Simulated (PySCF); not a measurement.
## Electric field gradients and quadrupole coupling constants

Compound: B₂Cl₂H₃ (charge -1).
Z-matrix (Å and degrees, PBE0-D3(BJ)/def2-SVP geometry), rows numbered from 1:
```
B 
B   1  1.6743
Cl  2  1.8203  1  126.98
Cl  2  1.8225  1  123.68  3   178.89
H   1  1.2380  2  113.89  3     3.68
H   1  1.2477  2  105.66  3  -118.28
H   1  1.2450  2  107.95  3   128.29
```

Field gradients from the PBE0/pcSseg-1 density (PySCF, non-relativistic), principal values in atomic units, ordered |Vxx| ≤ |Vyy| ≤ |Vzz|:

```csv
atom,Vxx,Vyy,Vzz
B1,-0.0081,-0.0294,0.0375
B2,0.0243,0.3584,-0.3827
Cl3,-0.3980,-1.5923,1.9903
Cl4,-0.4647,-1.5499,2.0145
```

Q: Find the asymmetry η = (Vxx − Vyy)/Vzz and the couplings χ = eQV/h (234.96 MHz × Q in barn × V in au), with Q(11B) = 0.04059 b, Q(35Cl) = −0.0817 b.

A: 
```csv
atom,environment,nucleus,η,χzz (MHz),χxx (MHz),χyy (MHz)
B1,four-coordinate boron,11B,0.57,0.358,-0.077,-0.280
B2,three-coordinate boron,11B,0.87,-3.650,0.232,3.418
Cl3,chlorine bonded to B,35Cl,0.60,-38.21,7.64,30.57
Cl4,chlorine bonded to B,35Cl,0.54,-38.67,8.92,29.75
```

The tensor is traceless: Vxx + Vyy + Vzz = 0.

Q: What is Vzz at Cl4 in SI units (1 au = 9.71736 × 10²¹ V/m²)?

A: 2.0145 au = 19.576 × 10²¹ V/m².

Q: What couplings would deuterons (Q(2H) = 0.00286 b) have in place of the hydrogens, at this geometry?

A: 
```csv
atom,bonded to,bond length (Å),Vzz (au),η,χzz (kHz)
H5,B1,1.238,0.1951,0.00,131
H6,B1,1.248,0.1894,0.01,127
H7,B1,1.245,0.1913,0.02,129
```

Isolated species at its PBE0-D3(BJ)/def2-SVP geometry, gas phase. The pcSseg-1 basis has no diffuse functions, a weakness for an anion. The small basis limits the accuracy of the gradients.
